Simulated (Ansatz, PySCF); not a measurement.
Hf(F)3(NH2) (F3H2HfN), SMILES [NH2][Hf]([F])([F])[F], multiplicity 1.

The structure is a stationary point at PBE-D3(BJ)/def2-SVP. The spin state was assumed, not searched. The structure was generated by enumeration; whether it is a known compound was not checked. The def2 effective core potentials stand for the cores of Hf; spin–orbit coupling is left out. The values are those of a single conformer.

Vertical ionisation energy (IE) and electron affinity (EA) in eV. Rows of orbital energies are one-electron estimates. Where ΔSCF, EOM or ADC give a negative EA the extra electron is unbound and the value depends on the basis.

```tsv
level	IE	EA
−ε(HOMO), −ε(LUMO), HF/def2-TZVP (PySCF)	11.65	-1.56
−ε(HOMO), −ε(LUMO), PBE/def2-TZVP (PySCF)	(withheld)	(withheld)
ΔSCF, PBE0/def2-SVPD (Ansatz), final states of multiplicity 2 and 2	10.55	-0.57
ΔSCF, PBE/def2-SVPD (Ansatz), final states of multiplicity 2 and 2	10.49	-0.42
```

Question: Some entries are withheld; supply them. (An estimate is asked for; the answer gives what the named calculation found.)

Answer: 
- −ε(HOMO), −ε(LUMO), PBE/def2-TZVP (PySCF), IE: 6.68
- −ε(HOMO), −ε(LUMO), PBE/def2-TZVP (PySCF), EA: 1.55

Question: What vertical singlet–triplet gap does ΔSCF give with PBE0/def2-SVPD (Ansatz, an electronic-structure program) and with PBE/def2-SVPD (Ansatz)? (An estimate is asked for; the answer gives what the named calculation found.)

Answer: 5.68 and 5.65 eV (triplet above singlet where positive).
